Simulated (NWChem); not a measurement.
Molecule: C₂H₂Br₂; SMILES Br/C=C\Br

```xyz
6

Br    -1.7854     0.0000     0.2636
C     -0.6649     0.0000    -1.2616
C      0.6649     0.0000    -1.2616
Br     1.7854     0.0000     0.2636
H     -1.2153     0.0000    -2.1957
H      1.2153     0.0000    -2.1957
```
Atoms are numbered in this order, from 1.

All runs use the structure optimised with B3LYP/6-31G* (spherical d).

Spin-orbit effects, on the heavy nuclei and on their neighbours, are missing.

Question: Give the principal values of the shielding tensors (ppm) of Br1, C2 from KT2/pcSseg-1, GIAO (NWChem), with their diamagnetic and paramagnetic parts as GIAO splits them.

Answer: 
```tsv
atom	σ11	σ22	σ33	isotropic	diamagnetic	paramagnetic
Br1	1364.7	1931.5	2678.7	1991.6	3125.0	-1133.4
C2	-32.5	85.5	116.9	56.6	254.2	-197.5
```
